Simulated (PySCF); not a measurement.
**Mn⁷⁺ (manganese, charge +7): Hartree-Fock from Schrödinger to Dirac-Coulomb-Breit**

Occupied: 1s1/2, 2s1/2, 2p1/2, 2p3/2, 3s1/2, 3p1/2, 3p3/2. Hartree-Fock calculated with PySCF 2.14 in an even-tempered Gaussian basis (22 s from 0.14 bohr⁻², ratio 2.3; 16 p from 0.17 bohr⁻², ratio 2.3), Gaussian nucleus throughout. NR is non-relativistic, sf-X2C the spin-free one-electron X2C Hamiltonian, X2C adds the bare one-electron spin-orbit term, X2C-SNSO screens it by Boettger's factors, DC is four-component Dirac-Coulomb, and the Gaunt and Breit terms are added at first order (total energies over the DC spinors, levels after relaxing the spinors in that mean field). QED terms are absent. Levels marked empty are virtual spinors of this ion; the basis has s and p functions only, so 3d, which can lie below the n = 4 levels, is absent.

```json
{"Hamiltonian": "NR", "E (hartree)": "-1135.5570", "E − E(DC) (hartree)": "7.7526", "CPU seconds": "0.39"}
{"Hamiltonian": "sf-X2C", "E (hartree)": "-1143.1431", "E − E(DC) (hartree)": "0.1665", "CPU seconds": "0.23"}
{"Hamiltonian": "X2C", "E (hartree)": "-1143.1624", "E − E(DC) (hartree)": "0.1472", "CPU seconds": "0.35"}
{"Hamiltonian": "X2C-SNSO", "E (hartree)": "-1143.1594", "E − E(DC) (hartree)": "0.1502", "CPU seconds": "0.37"}
{"Hamiltonian": "DC", "E (hartree)": "-1143.3096", "E − E(DC) (hartree)": "0.0000", "CPU seconds": "17"}
{"Hamiltonian": "DC+Gaunt", "E (hartree)": "-1142.8594", "E − E(DC) (hartree)": "0.4502", "CPU seconds": "29"}
{"Hamiltonian": "DC+Breit", "E (hartree)": "-1142.8985", "E − E(DC) (hartree)": "0.4111", "CPU seconds": "110"}
```

```csv
level (eV),NR,sf-X2C,X2C,X2C-SNSO,DC,DC+Gaunt,DC+Breit
1s1/2,-6690.7,-6743.6,-6743.5,-6743.6,-6746.4,-6739.4,-6739.8
2s1/2,-941.61,-952.74,-952.72,-952.72,-952.97,-952.52,-952.53
2p1/2,-824.33,-825.93,-833.78,-833.14,-833.16,-832.32,-832.40
2p3/2,-824.33,-825.93,-822.09,-822.39,-822.55,-821.99,-822.08
3s1/2,-234.72,-236.72,-236.71,-236.72,-236.75,-236.69,-236.69
3p1/2,-195.50,-195.81,-197.03,-196.93,-196.92,-196.81,-196.82
3p3/2,-195.50,-195.81,-195.22,-195.26,-195.28,-195.22,-195.23
4s1/2 (empty),-78.137,-78.572,-78.572,-78.572,-78.579,-78.565,-78.566
4p1/2 (empty),-68.458,-68.554,-68.789,-68.770,-68.769,-68.746,-68.749
4p3/2 (empty),-68.458,-68.554,-68.439,-68.448,-68.452,-68.437,-68.440
```

```csv
interval (eV),X2C,X2C-SNSO,DC,DC+Gaunt,DC+Breit
2p3/2 − 2p1/2,11.70,10.75,10.60,10.32,10.33
3p3/2 − 3p1/2,1.809,1.663,1.636,1.592,1.592
4p3/2 − 4p1/2,0.3506,0.3223,0.3171,0.3086,0.3086
```

Weight of the small component: 1s1/2 0.00807, 2s1/2 0.00149, 2p1/2 0.00145, 2p3/2 0.00143, 3s1/2 0.000361, 3p1/2 0.000329, 3p3/2 0.000326, 4s1/2 9.88e-05, 4p1/2 8.81e-05, 4p3/2 8.74e-05.

Koopmans' value for the highest occupied level at DC+Breit: 195.23 eV, against an ionisation energy of 195.5 ± 0.3 eV (semi-empirical (NIST evaluation); NIST Atomic Spectra Database, ionization energies); the former lacks relaxation, correlation, QED and recoil.

The whole ladder took 160 s of wall time on 1 thread of Intel(R) Xeon(R) 6975P-C (shared host), launched as `OMP_NUM_THREADS=1 python relrun2.py TASK.json OUT` (a driver that calls PySCF for each Hamiltonian).
